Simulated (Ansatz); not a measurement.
A nudged elastic band was laid between two geometries of CH7NSSi (11 atoms, charge 0, multiplicity 1).

All numbers below come from UKS LDA/6-31G* in Ansatz.

| Item | Value |
| --- | --- |
| movable images | 7 |
| climbing image | yes |
| spring | 5.0 eV/Å² |
| optimiser | quadratic models (default) |
| start path | through a guess of the saddle point |
| force threshold | 0.03 eV/Å |
| iteration limit | 60 |
| end points | relaxed |

Initial state:

```xyz
11
Properties=species:S:1:pos:R:3
Si 0.568 -0.213 -0.136
S 0.216 -1.590 -1.740
N 0.359 1.382 -0.750
H 0.908 1.698 -1.552
H 1.957 -0.617 0.290
C -0.611 -0.406 1.290
H -0.988 -1.044 -2.078
H 0.167 2.146 -0.097
H -0.557 -1.434 1.691
H -0.370 0.293 2.113
H -1.650 -0.215 0.967
```

Final state:

```xyz
11
Properties=species:S:1:pos:R:3
Si 0.786 0.418 0.519
S 0.012 -0.943 -2.204
N 0.473 1.658 -0.477
H -0.029 0.409 -1.803
H 2.131 0.014 1.078
C -0.613 -0.522 1.271
H -1.293 -1.151 -1.870
H 1.245 2.250 -0.807
H -0.483 -1.609 1.124
H -0.665 -0.324 2.359
H -1.564 -0.200 0.811
```

Question: What changes between the two ends?

Answer: Bonds broken: Si1–S2, N3–H4. Bonds formed: S2–H4. CH7NSSi becomes CH5NSi + H2S.

Question: What energy profile does the band end with?

Answer: The run converged. The highest image is number 8 of 0 to 8, 2.77 eV above the first end and 0.00 eV above the last; the last end lies 2.77 eV above the first. The highest image is an end point: on this band no image between the ends rises above it. Between wells the path still climbs a hump at image 2, 0.09 eV above the well before it. The orbitals stay closed-shell, which can raise the energy where a bond breaks towards radicals; this wasn't checked here.

```json
{"image": "0", "path coordinate (Å)": "0.00", "energy (eV)": "0.00", "Si1–S2 (Å)": "2.14", "N3–H4 (Å)": "1.02", "S2–H4 (Å)": "3.37"}
{"image": "1", "path coordinate (Å)": "0.77", "energy (eV)": "0.05", "Si1–S2 (Å)": "2.15", "N3–H4 (Å)": "1.02", "S2–H4 (Å)": "3.14"}
{"image": "2", "path coordinate (Å)": "1.53", "energy (eV)": "0.09", "Si1–S2 (Å)": "2.16", "N3–H4 (Å)": "1.02", "S2–H4 (Å)": "3.09"}
{"image": "3", "path coordinate (Å)": "2.30", "energy (eV)": "0.07", "Si1–S2 (Å)": "2.16", "N3–H4 (Å)": "1.02", "S2–H4 (Å)": "3.32"}
{"image": "4", "path coordinate (Å)": "3.06", "energy (eV)": "0.09", "Si1–S2 (Å)": "2.16", "N3–H4 (Å)": "1.02", "S2–H4 (Å)": "3.18"}
{"image": "5", "path coordinate (Å)": "3.83", "energy (eV)": "0.38", "Si1–S2 (Å)": "2.21", "N3–H4 (Å)": "1.03", "S2–H4 (Å)": "2.56"}
{"image": "6", "path coordinate (Å)": "4.59", "energy (eV)": "1.74", "Si1–S2 (Å)": "2.60", "N3–H4 (Å)": "1.14", "S2–H4 (Å)": "1.95"}
{"image": "7", "path coordinate (Å)": "5.36", "energy (eV)": "2.77", "Si1–S2 (Å)": "3.12", "N3–H4 (Å)": "1.88", "S2–H4 (Å)": "1.41"}
{"image": "8", "path coordinate (Å)": "5.39", "energy (eV)": "2.77", "Si1–S2 (Å)": "3.14", "N3–H4 (Å)": "1.89", "S2–H4 (Å)": "1.41"}
```

Time of the run: 5.6 min on 2 threads of Arm Neoverse V1, on a shared host, peak memory 0.14 GiB.
